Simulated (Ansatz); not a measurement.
Reactions of `C#[C][GeH]([NH2])[SH]`.

Computed with Ansatz on PBE0-D4/def2-TZVP structures; ΔE is electronic, products minus reactants. CBS: MP2 limit from def2 TZ/QZ plus the TZ coupled-cluster correction, frozen cores. This one scheme is used for every species. def2 core potentials past Kr. For Ge, Sn, Te outer-core shells are correlated without core-valence functions, which leaves a few kJ/mol of doubt a bond. Scalar relativity is left out up to krypton. Each species was taken in one conformer, which may not be the lowest.

| reaction | CCSD(T)/CBS(def2) (kcal/mol) |
| --- | --- |
| `C#[C][GeH]([NH2])[SH]` + H₂ → `C#[C][GeH2][NH2]` + H₂S | 7.8 |
| `C#[C][GeH]([NH2])[SH]` + H₂Te → `[NH2][GeH]([SH])[TeH]` + acetylene | -12.7 |
| `C#[C][GeH]([NH2])[SH]` + `[SnH4]` → `C#[C][GeH2][NH2]` + `[SH][SnH3]` | -2.6 |
| `C#[C][GeH]([NH2])[SH]` → acetylene + `[NH2][Ge][SH]` | ? |

**Question.** Fill in the missing values. (An estimate is asked.)

**Answer.** Computed: `C#[C][GeH]([NH2])[SH]` → acetylene + `[NH2][Ge][SH]`: +11.8 kcal/mol.

Largest T1 diagnostic: 0.014, for `[NH2][Ge][SH]`.
